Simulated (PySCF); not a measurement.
**Fractional electron number in Sm (samarium, neutral)**

The 6s beta orbital of [Xe] 4f6 6s2 is emptied in steps (occupation f), with all orbitals relaxed, ending at [Xe] 4f6 6s1. All numbers are calculated (PySCF 2.14, scalar relativity through the core potential, in def2-SVP with the def2 core potential (28 electrons) (10s6p4d3f1g, 78 functions)). The exact energy is a straight line in f; departures are measured from the line between the end points of the same method.

```tsv
f	MN15 (eV)
1	0.000
0.8	-0.236
0.6	-0.335
0.4	-0.292
0.2	-0.132
0	0.000
```

Question: For MN15, how does the orbital energy at f = 1 compare with the removal energy?

Answer: −ε = 4.810 eV against a total-energy difference of 6.321 eV. By Janak's theorem ε = ∂E/∂f, so the gap between them reflects the curvature. Along the path −ε is 5.478 (f = 0.8), 6.181 (f = 0.6), 6.874 (f = 0.4), 7.258 (f = 0.2) eV.

As f goes to zero the orbital energy of a semilocal functional can turn back, because the density of that orbital vanishes from the exchange-correlation potential.

Reference removal energy between the ground levels: 5.644 eV (measured; NIST Atomic Spectra Database, ionization energies). The calculation has no spin-orbit coupling.
